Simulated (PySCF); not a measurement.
## 1,2-elimination

Start structure (SiH2OF2, singlet), relaxed at PBE0-D4/def2-TZVP:

Si1  (-0.379, 0.196, 0.397)
H2  (-1.170, 1.410, 0.203)
O3  (0.516, -0.051, -0.923)
H4  (1.099, -0.809, -0.989)
F5  (0.529, 0.337, 1.687)
F6  (-1.331, -1.037, 0.682)
(Å)

The step: SiH₂OF₂ ([OH][SiH]([F])[F]) → SiOF₂ ([O][Si]([F])[F]) + H₂; bonds formed: H2–H4; bonds broken: Si1–H2, O3–H4. Program: PySCF 2.14 with density fitting (its default auxiliary sets; JK sets also for MP2 and CCSD(T)). Basis: def2-TZVPP and def2-QZVPP. Cores are frozen in the correlated methods. Extrapolation: Hartree–Fock as exp(−7.88 √X), correlation as X^−2.97. Energies below are by CCSD(T) at an estimated basis limit (MP2 extrapolated from triple and quadruple zeta, plus CCSD(T) − MP2 in triple zeta).

Question: What are the electronic barrier and the energy of the step, from the start structure to the end structure? (To be estimated.)

Answer: The calculation gives: Barrier 3.040 eV; step energy 2.528 eV (uphill); reverse barrier, their difference, 0.512 eV. Barrier and step energy count from the start structure, the reverse barrier from the end structure.

The saddle point: One imaginary mode of 1087i cm⁻¹.
```
  pair  start (Å)  saddle (Å)  end (Å)
 H2–H4       3.39        0.93     0.76
Si1–H2       1.46        1.72     2.18
 O3–H4       0.96        1.52     2.51
```

Zero-point energy (harmonic, PBE0-D4): ZPE is 0.792 eV at the start and 0.671 eV at the saddle, so the barrier goes from 3.040 to 2.919 eV.

First-order rate constant out of the start structure at 898 K by transition-state theory, with harmonic vibrational free energies alone and no tunnelling: ΔA‡ = 3.022 eV, so k = (kB T/h) exp(−ΔA‡/kB T) ≈ 10^-4 s⁻¹ (an order of magnitude at best: rotation, the number of equivalent paths and anharmonicity are left out).

T1 diagnostic: at most 0.016.

Labels in which every atom is bracketed show which atoms are joined, not bond orders.

For scale, one of the runs: CCSD(T)/def2-TZVPP, 163 basis functions, launched by `OMP_NUM_THREADS=4 python run.py`. Hardware: 4 CPU threads of an AMD EPYC, shared host. Wall time 4.7 min; peak host memory 1.6 GiB.
